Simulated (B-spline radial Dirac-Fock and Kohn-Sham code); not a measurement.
# X-ray form factors of holmium in several charge states

Model: Dirac-Fock densities. Program: a radial B-spline solver.

Configurations: Ho⁴⁷⁺ [Ar] 3d2; Ho⁴⁸⁺ [Ar] 3d1; Ho⁴⁹⁺ [Ne] 3s2 3p6. The first column is f₀ of Ho⁴⁷⁺, the others are differences from it.

```csv
s (Å⁻¹),Ho⁴⁷⁺,Δ Ho⁴⁸⁺,Δ Ho⁴⁹⁺
0,20.000,-1.000,-2.000
0.1,19.959,-0.997,-1.993
0.2,19.836,-0.986,-1.973
0.3,19.634,-0.970,-1.940
0.4,19.356,-0.947,-1.895
0.5,19.008,-0.918,-1.838
0.7,18.124,-0.845,-1.695
0.9,17.043,-0.758,-1.522
1.1,15.830,-0.661,-1.330
1.4,13.914,-0.511,-1.033
```

Values without a named source are computed, but for edge energies of neutral atoms, which are taken from tables.
